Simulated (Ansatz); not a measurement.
One change: `BN[SiH2]NC` becomes `BN[SiH2]OC`.

Ansatz, PBE0-D4/def2-TZVP geometries, multiplicity 1. Each molecule was computed in one conformer, which needn't be the lowest.

```csv
property,`BN[SiH2]NC`
HOMO–LUMO gap (ωB97M-V/def2-TZVPP) / eV,11.14
HOMO–LUMO gap (PBE0/def2-TZVPP) / eV,6.98
HOMO energy (ωB97M-V/def2-TZVPP) / eV,-9.35
HOMO–LUMO gap (PBE/def2-TZVPP) / eV,4.68
HOMO–LUMO gap (B3LYP/def2-TZVPP) / eV,6.52
HOMO energy (PBE0/def2-TZVPP) / eV,-7.00
```

(1) Give the same properties after the change, and the shifts. (Best estimate.)

Results:

(1) Ansatz gave: 
```json
{"property": "HOMO–LUMO gap (ωB97M-V/def2-TZVPP) / eV", "`BN[SiH2]OC`": "12.27", "shift": "1.13"}
{"property": "HOMO–LUMO gap (PBE0/def2-TZVPP) / eV", "`BN[SiH2]OC`": "8.05", "shift": "1.07"}
{"property": "HOMO energy (ωB97M-V/def2-TZVPP) / eV", "`BN[SiH2]OC`": "-10.58", "shift": "-1.23"}
{"property": "HOMO–LUMO gap (PBE/def2-TZVPP) / eV", "`BN[SiH2]OC`": "5.56", "shift": "0.88"}
{"property": "HOMO–LUMO gap (B3LYP/def2-TZVPP) / eV", "`BN[SiH2]OC`": "7.61", "shift": "1.09"}
{"property": "HOMO energy (PBE0/def2-TZVPP) / eV", "`BN[SiH2]OC`": "-8.22", "shift": "-1.22"}
```

With PBE0 the HOMO falls by 1.22 eV and the LUMO falls by 0.15 eV, so the gap widens by about 1.07 eV. PBE moves the HOMO by -1.07 eV and ωB97M-V by -1.23 eV.

B3LYP here is the variant with VWN-RPA as its local correlation; programs differ in this.
